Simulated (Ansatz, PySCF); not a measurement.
Noncovalent pair: H2O (SMILES O) (first 3 atoms) with CH3F (SMILES CF); geometry from B3LYP-D3(BJ)/def2-TZVP, rigid monomers moved along the line of their centres of mass till H2···F5 is 1.80 Å.
(charge 0, multiplicity 1):
```xyz
8

O      0.000     0.483    -0.139
H      0.209    -0.135     0.573
H     -0.439    -0.041    -0.816
C     -0.224     0.623     2.940
F      0.234    -0.551     2.325
H     -0.530     1.317     2.159
H     -1.066     0.363     3.580
H      0.592     1.038     3.529
```

Monomers are frozen at their geometry in the pair; levels with a basis set take the counterpoise correction.

Cores are frozen in the correlated methods. CBS(a, b) extrapolates the correlation energy as X⁻³ and adds the Hartree–Fock energy of set b.

Programs: Ansatz (an electronic-structure program); PySCF for the dispersion terms. Values without a source in brackets are computed.

PBE/def2-TZVPPD gives -2.50 kcal/mol for the interaction energy.

Task: Predict the shift from PBE, with its sign, for: PBE-D3(BJ)/def2-TZVPPD, r2SCAN/def2-TZVPPD, B3LYP/def2-TZVPPD, wB97M-V/def2-TZVPPD, MP2/CBS(aug-cc-pVDZ, aug-cc-pVTZ), MP2/CBS(aug-cc-pVDZ, aug-cc-pVTZ) + ΔCCSD(T)/aug-cc-pVDZ.

Result: PBE-D3(BJ)/def2-TZVPPD -0.67; r2SCAN/def2-TZVPPD -0.88; B3LYP/def2-TZVPPD 0.36; wB97M-V/def2-TZVPPD -0.77; MP2/CBS(aug-cc-pVDZ, aug-cc-pVTZ) -0.76; MP2/CBS(aug-cc-pVDZ, aug-cc-pVTZ) + ΔCCSD(T)/aug-cc-pVDZ -0.75 kcal/mol. 1 of 6 lie above PBE; the widest gap is to r2SCAN/def2-TZVPPD.
